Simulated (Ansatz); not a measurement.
The cluster PbS₂. The state is a quintet with charge 0. Geometry PBE-D4/def2-TZVP; atoms count from 1.

```csv
atom,x (Å),y (Å),z (Å)
Pb1,0.121,-1.634,-0.345
S2,-0.271,1.049,-0.997
S3,0.150,0.586,1.342
```

In the def2 sets Pb takes a core potential; there is no spin–orbit coupling. At PBE0-D4/def2-TZVP a singlet of charge 0 lies 4.15 eV below the quintet, each at its own geometry. The structure comes from a short search, and lower isomers may exist.

(1) Estimate the Mulliken populations from the PBE0/def2-TZVP orbitals of Ansatz.

(2) Where does the spin sit?

(3) And the Mayer bond orders between heavy atoms (over 0.3)?

Answers

(1) 
```tsv
atom	charge (e)	spin (α − β)
Pb1	0.35	1.02
S2	-0.18	1.49
S3	-0.18	1.49
```
Mulliken values depend strongly on the basis.

(2) Summed by element: Pb 1.02, S 2.98, of 4 unpaired in all. Largest on single atoms: S2 1.49, S3 1.49, Pb1 1.02.

(3) Pb1–S2 0.55 (2.79 Å); Pb1–S3 0.55 (2.79 Å); S2–S3 0.98 (2.42 Å).
